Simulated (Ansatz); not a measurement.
Two isomers of C2H7ClSn: A = `[CH3][SnH]([CH3])[Cl]`, B = `[CH3][SnH2][CH2]Cl`.

Program: Ansatz. Geometries: PBE0-D4/def2-TZVP. ΔE: electronic, gas phase. CCSD(T)/CBS is the MP2 limit (def2-TZVPP, def2-QZVPP) plus CCSD(T) − MP2 in def2-TZVPP, frozen cores. Functionals use def2-TZVPP. B3LYP here is the variant with VWN-RPA as its local correlation; programs differ in this. Elements past krypton have def2 core potentials. For Sn outer-core shells are correlated without core-valence functions, which leaves a few kJ/mol of doubt a bond. Each species was taken in one conformer, which may not be the lowest.

A:

Z-matrix (Å, degrees):
```
C
Sn 1 2.130
H 1 1.090 2 109.3
H 1 1.091 2 110.2 3 -120.2
H 1 1.089 2 109.5 3 119.6
C 2 2.130 1 114.2 3 54.5
Cl 2 2.351 1 105.2 3 -60.4
H 2 1.710 1 113.0 3 -174.6
H 6 1.091 2 110.2 1 66.1
H 6 1.090 2 109.3 1 -54.1
H 6 1.090 2 109.5 1 -173.7
```

B:

```xyz
11

C     0.807    0.189    1.576
Sn   -0.146    0.873   -0.207
C    -0.553   -0.852   -1.446
Cl   -1.449   -2.080   -0.511
H     0.204   -0.605    2.017
H     0.905    1.005    2.291
H     1.797   -0.201    1.343
H     0.864    1.941   -1.091
H    -1.636    1.638    0.129
H     0.369   -1.316   -1.793
H    -1.162   -0.591   -2.310
```

**Question.** Which isomer does CCSD(T)/CBS put lower? Give the gap. (Estimate.)

**Answer.** The calculation gave: A, by 185.1 kJ/mol.

**Question.** Give E(B) − E(A) in kJ/mol with PBE0-D4, B3LYP-D4, r2SCAN-D4, B2PLYP, CCSD/def2-TZVPP, ωB97M-V, PBE-D4. (Best estimate.)

**Answer.** Ansatz gave: PBE0-D4 180.3, B3LYP-D4 181.8, r2SCAN-D4 185.2, B2PLYP 184.2, CCSD/def2-TZVPP 180.8, ωB97M-V 181.1, PBE-D4 175.1. None reverses the order clearly.

Largest T1 diagnostic: 0.011.

From PBE to PBE0 (25 % exact exchange), in def2-TZVPP and without D4, E(B) − E(A) moves by +5.0 kJ/mol. In def2-TZVPP, CCSD(T) changes the Hartree–Fock value by −16.4 kJ/mol (the triples alone add −2.1 kJ/mol) and MP2 by −10.1 kJ/mol.
